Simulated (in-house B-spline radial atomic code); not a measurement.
Successive ionisation energies of caesium; each step leads to the configuration of the next row (after the last: bare). Dirac energy differences include first-order Breit, QED and recoil terms. NIST's values go from ground level to ground level; the uncertainty of those that are theory runs from under 0.1 % in few-electron ions to several per cent in heavy many-electron ones. Computed with a B-spline radial code for spherical atoms: Dirac-Hartree-Fock, jj configuration that fills j = l - 1/2 first, finite nuclei.

A number in brackets counts the electrons of a j subshell.

```tsv
ion	configuration	ionisation energy (eV)	tabulated value (eV)	tabulated kind	computed minus tabulated (eV)	highest orbital	largest mean radius (bohr)
Cs46+	[He] 2s2 2p1/2(2) 2p3/2(3)	8231.9	8224	tabulated theory	8	2p3/2	0.10872
Cs47+	[He] 2s2 2p1/2(2) 2p3/2(2)	8477.5	8484	tabulated theory	-6	2p3/2	0.10811
Cs48+	[He] 2s2 2p1/2(2) 2p3/2(1)	8726.2	8726	tabulated theory	0	2p3/2	0.1075
Cs49+	[He] 2s2 2p1/2(2)	9348.7	9350	tabulated theory	-1	2p1/2	0.1069
Cs50+	[He] 2s2 2p1/2(1)	9628.2	9629	tabulated theory	-1	2p1/2	0.10625
Cs51+	[He] 2s2	9974.1	9974	tabulated theory	0	2s1/2	0.10562
Cs52+	[He] 2s1	10208.5	10208.78	tabulated theory	0	2s1/2	0.10504
Cs53+	1s2	41858.2	41861.08	tabulated theory	-3	1s1/2	0.025938
Cs54+	1s1	42913.0	42913.14	tabulated theory	0	1s1/2	0.025746
```

(1) Where is the largest jump?

Results:

(1) From Cs52+ to Cs53+, by a factor of 4.10 (10208 to 41858 eV); the highest orbital goes from 2s1/2 to 1s1/2.
